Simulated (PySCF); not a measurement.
C3H7BO2, SMILES C1C(CB1O)O.

Geometry optimised at B3LYP-D3(BJ)/def2-SVP. The structure was generated by enumeration, and PubChem lists no compound with its InChIKey, so it may never have been made. One conformer was computed; it need not be the lowest.

Calculation: B3LYP-D3(BJ)/def2-SVP in PySCF 2.14.0.

Harmonic, unscaled wavenumbers; measured fundamentals usually lie a few per cent lower.

Computed harmonic wavenumbers and intensities:
| mode | ν (cm⁻¹) | IR (km/mol) | moving atoms (share of kinetic energy) |
|---|---|---|---|
| 1 | 92 | 0.1 | O 46 %, C 31 %, H 19 % |
| 2 | 279 | 53.0 | H 50 %, O 28 %, C 18 % |
| 3 | 308 | 5.2 | H 38 %, B 32 %, O 22 % |
| 4 | 334 | 75.5 | H 62 %, O 23 %, C 10 % |
| 5 | 425 | 3.1 | H 49 %, C 26 %, O 18 % |
| 6 | 453 | 9.5 | H 45 %, O 32 %, C 21 % |
| 7 | 523 | 46.3 | H 72 %, C 20 % |
| 8 | 552 | 2.8 | O 35 %, C 24 %, B 20 %, H 20 % |
| 9 | 676 | 60.1 | H 78 %, C 15 % |
| 10 | 729 | 1.6 | C 41 %, H 37 %, O 20 % |
| 11 | 875 | 22.2 | H 41 %, C 39 %, B 17 % |
| 12 | 906 | 13.0 | C 60 %, H 30 % |
| 13 | 920 | 29.3 | H 72 %, C 21 % |
| 14 | 941 | 25.0 | H 36 %, C 35 %, B 25 % |
| 15 | 993 | 62.6 | H 57 %, C 41 % |
| 16 | 1061 | 34.8 | H 48 %, C 29 %, O 16 % |
| 17 | 1105 | 37.0 | H 68 %, C 29 % |
| 18 | 1169 | 21.4 | H 51 %, C 32 %, O 10 % |
| 19 | 1182 | 88.8 | H 45 %, C 36 %, O 13 % |
| 20 | 1186 | 67.0 | H 55 %, B 24 %, C 16 % |
| 21 | 1237 | 45.0 | H 80 %, C 14 % |
| 22 | 1327 | 125.7 | H 63 %, C 29 % |
| 23 | 1384 | 26.5 | H 88 %, C 11 % |
| 24 | 1388 | 3.8 | H 85 %, C 11 % |
| 25 | 1417 | 74.6 | H 64 %, C 24 % |
| 26 | 1500 | 265.4 | B 62 %, O 16 %, H 13 %, C 9 % |
| 27 | 2973 | 63.2 | H 92 % |
| 28 | 3035 | 5.0 | H 94 % |
| 29 | 3041 | 4.3 | H 94 % |
| 30 | 3109 | 17.1 | H 91 %, C 9 % |
| 31 | 3113 | 17.3 | H 91 %, C 9 % |
| 32 | 3804 | 24.0 | H 94 % |
| 33 | 3827 | 66.0 | H 94 % |
